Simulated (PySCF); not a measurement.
## Computed vibrations of [ErH2]+

[ErH2]+ (singlet in the valence; each metal's 4f electrons, 11 of them, lie in its core potential, out of spins and levels). PySCF 2.14.0, RKS PBE0, Er lcecp-1-SVP with ECP57, H def2-SVP; non-relativistic Hamiltonian with scalar-relativistic core potentials where named; density fitting; no spin-orbit coupling. Central differences of gradients.

```xyz
3

Er    0.0000    0.0000   -0.0139
H     1.4921    0.0000    1.1432
H    -1.4921    0.0000    1.1432
```

Run from Python with OMP_NUM_THREADS=2. Where DIIS fails, smearing, a level shift and second-order steps follow.
It took 4.3 s on 2 threads of Intel(R) Xeon(R) Platinum 8375C CPU @ 2.90GHz (Ice Lake), with other jobs on the host.

Task: What are the harmonic wavenumbers and infrared intensities?

Result: Modes are labelled in C2v; negative numbers are unstable modes, those under 60 cm⁻¹ near the noise; a finer grid moves soft modes by up to 10 cm⁻¹.
```
cm⁻¹  km/mol  symmetry
 545    48.5        a1
1671   302.0        b2
1701    98.3        a1
```

Task: Is this a minimum?

Result: Yes. Ideal gas at 298.15 K and 1 bar: S = 247.9 J/(mol K), Cp = 38.4 J/(mol K), H − H(0 K) = 10.4 kJ/mol (rigid rotor, harmonic modes, spin degeneracy alone, that of the 4f electrons in the core included).

An lcecp potential fixes the number of 4f electrons, so in runs with it no electron can move into or out of that shell.
